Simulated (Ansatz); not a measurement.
Reaction (hydrogenolysis of the Al–S bond): `C[S][AlH][CH2]F` + H₂ → `F[CH2][AlH2]` + CH₃SH

Gas-phase electronic energies from Ansatz, PBE0-D4/def2-TZVP geometries. CCSD(T)/CBS is the MP2 limit (def2-TZVPP, def2-QZVPP) plus CCSD(T) − MP2 in def2-TZVPP, frozen cores. This one scheme is used for every species. Functionals use def2-TZVPP. B3LYP here is the variant with VWN-RPA as its local correlation; programs differ in this. Each species was taken in one conformer, which may not be the lowest.

```json
{"level": "PBE-D4", "ΔE (kcal/mol)": "24.8", "difference from CCSD(T)/CBS": "0.8"}
{"level": "r2SCAN-D4", "ΔE (kcal/mol)": "25.3", "difference from CCSD(T)/CBS": "1.3"}
{"level": "PBE0-D4", "ΔE (kcal/mol)": "23.8", "difference from CCSD(T)/CBS": "-0.2"}
{"level": "B3LYP-D4", "ΔE (kcal/mol)": "23.5", "difference from CCSD(T)/CBS": "-0.5"}
{"level": "ωB97X-V", "ΔE (kcal/mol)": "22.3", "difference from CCSD(T)/CBS": "-1.7"}
{"level": "ωB97M-V", "ΔE (kcal/mol)": "22.9", "difference from CCSD(T)/CBS": "-1.1"}
{"level": "B2PLYP", "ΔE (kcal/mol)": "22.5", "difference from CCSD(T)/CBS": "-1.5"}
{"level": "PBE", "ΔE (kcal/mol)": "23.2", "difference from CCSD(T)/CBS": "-0.8"}
{"level": "r2SCAN", "ΔE (kcal/mol)": "24.9", "difference from CCSD(T)/CBS": "0.9"}
{"level": "PBE0", "ΔE (kcal/mol)": "22.3", "difference from CCSD(T)/CBS": "-1.7"}
{"level": "B3LYP", "ΔE (kcal/mol)": "20.8", "difference from CCSD(T)/CBS": "-3.2"}
{"level": "HF/def2-TZVPP", "ΔE (kcal/mol)": "17.1", "difference from CCSD(T)/CBS": "-6.9"}
{"level": "MP2/def2-TZVPP", "ΔE (kcal/mol)": "25.1", "difference from CCSD(T)/CBS": "1.1"}
{"level": "SCS-MP2/def2-TZVPP", "ΔE (kcal/mol)": "22.8", "difference from CCSD(T)/CBS": "-1.2"}
{"level": "CCSD/def2-TZVPP", "ΔE (kcal/mol)": "21.5", "difference from CCSD(T)/CBS": "-2.5"}
{"level": "CCSD(T)/def2-TZVPP", "ΔE (kcal/mol)": "23.1", "difference from CCSD(T)/CBS": "-0.9"}
{"level": "HF/def2-QZVPP", "ΔE (kcal/mol)": "16.8", "difference from CCSD(T)/CBS": "-7.2"}
{"level": "MP2/def2-QZVPP", "ΔE (kcal/mol)": "25.5", "difference from CCSD(T)/CBS": "1.5"}
{"level": "SCS-MP2/def2-QZVPP", "ΔE (kcal/mol)": "23.3", "difference from CCSD(T)/CBS": "-0.7"}
{"level": "HF/CBS(def2)", "ΔE (kcal/mol)": "16.8", "difference from CCSD(T)/CBS": "-7.2"}
{"level": "MP2/CBS(def2)", "ΔE (kcal/mol)": "25.9", "difference from CCSD(T)/CBS": "1.9"}
{"level": "CCSD/CBS(def2)", "ΔE (kcal/mol)": "22.4", "difference from CCSD(T)/CBS": "-1.6"}
{"level": "CCSD(T)/CBS", "ΔE (kcal/mol)": "24.0", "difference from CCSD(T)/CBS": "0"}
```

Largest T1 diagnostic among the species: 0.011.

From PBE to PBE0 (25 % exact exchange), in def2-TZVPP and without D4, ΔE moves by −0.8 kcal/mol. In def2-TZVPP, CCSD(T) changes the Hartree–Fock value by +6.0 kcal/mol (the triples alone add +1.6 kcal/mol) and MP2 by +7.9 kcal/mol. The D4 term adds +2.6 kcal/mol with B3LYP and +1.5 kcal/mol with PBE0; it sums over pairs of atoms, weighted by their polarisabilities, and B3LYP, whose exchange is more repulsive, gets the larger term.
